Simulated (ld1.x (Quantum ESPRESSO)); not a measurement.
Reading a pseudo-wave (bromine)

Columns: radius, all-electron u(r) and pseudo u(r) of the 4s shell (level -21.12 eV) of bromine in the configuration [Ar] 3d10 4s1 4p6; LDA (PZ), scalar-relativistic, TM semilocal scheme, ld1.x (Quantum ESPRESSO) 7.5.

```tsv
r (bohr)	all-electron	pseudo
0.078	-0.1427	-0.0217
0.155	-0.2419	-0.0444
0.232	0.0323	-0.0695
0.310	0.3058	-0.0988
0.388	0.4304	-0.1334
0.465	0.4101	-0.1744
0.542	0.2932	-0.2236
0.620	0.1232	-0.2829
0.698	-0.0639	-0.3520
0.775	-0.2433	-0.4288
0.852	-0.4047	-0.5115
0.930	-0.5438	-0.5969
1.008	-0.6563	-0.6783
1.085	-0.7418	-0.7490
1.162	-0.8038	-0.8054
1.240	-0.8456	-0.8457
1.318	-0.8691	-0.8690
1.395	-0.8772	-0.8772
1.472	-0.8730	-0.8730
1.550	-0.8588	-0.8588
1.628	-0.8367	-0.8367
1.705	-0.8090	-0.8090
1.782	-0.7771	-0.7771
1.860	-0.7417	-0.7417
1.938	-0.7045	-0.7045
2.015	-0.6668	-0.6668
```

Task: How many radial nodes do the two functions have?

Result: The all-electron 4s function has n − l − 1 = 3 (the table is too coarse to show those close to the nucleus); the pseudo-wave has 0, since the states of the same l below it are removed with the core.

Task: At about which radius was the pseudo-wave matched?

Result: 1.45 bohr. The columns agree to 0.0005 from 1.24 bohr on; several derivatives are matched, so the curves merge somewhat inside the radius.

Task: Is the pseudo-wave norm-conserving?

Result: Yes: the TM semilocal scheme keeps the norm inside the radius equal to the all-electron one, which fixes the energy derivative of the logarithmic derivative at the level.
